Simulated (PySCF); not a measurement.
This singlet lies within 0.05 eV of the relaxed triplet at the level B3LYP-D3(BJ)/def2-TZVP // PBE-D3(BJ)/def2-SVP (PySCF).

B3LYP has the VWN-RPA correlation part, as in Gaussian. 

Cartesian coordinates (Å):
```xyz
23

Ni    -0.0502     0.0035    -0.0478
O     -0.8178    -3.6721     0.7769
H     -0.4400    -4.5283     0.4853
H     -1.5262    -3.9262     1.4046
O      0.7091     3.6831    -0.8681
H      0.3289     4.5372    -0.5738
H      1.4168     3.9410    -1.4950
N      0.9211     1.4109     0.8705
H      0.9744     2.3102     0.3309
H      1.8996     1.1672     1.0978
H      0.4818     1.6549     1.7759
N     -1.0204    -1.4038    -0.9675
H     -1.9971    -1.1593    -1.2014
H     -1.0780    -2.3015    -0.4258
H     -0.5758    -1.6507    -1.8696
N      0.7834    -1.3147     1.1076
H      1.7491    -1.5356     0.8061
H      0.2778    -2.2347     1.1334
H      0.8659    -1.0175     2.0943
N     -0.8849     1.3215    -1.2027
H     -1.8513     1.5397    -0.9012
H     -0.9661     1.0256    -2.1898
H     -0.3816     2.2428    -1.2266
```
Charge +2, spin multiplicity 1.

**Question.** Give the charge on the central atom (Mulliken), charge on the central atom (meta-Löwdin) and LUMO at the level B3LYP-D3(BJ)/def2-TZVP // PBE-D3(BJ)/def2-SVP (PySCF).

**Answer.** 
| Quantity | Value |
|---|---|
| charge on the central atom (Mulliken) | 0.42 e |
| charge on the central atom (meta-Löwdin) | 0.79 e |
| LUMO | -9.82 eV |
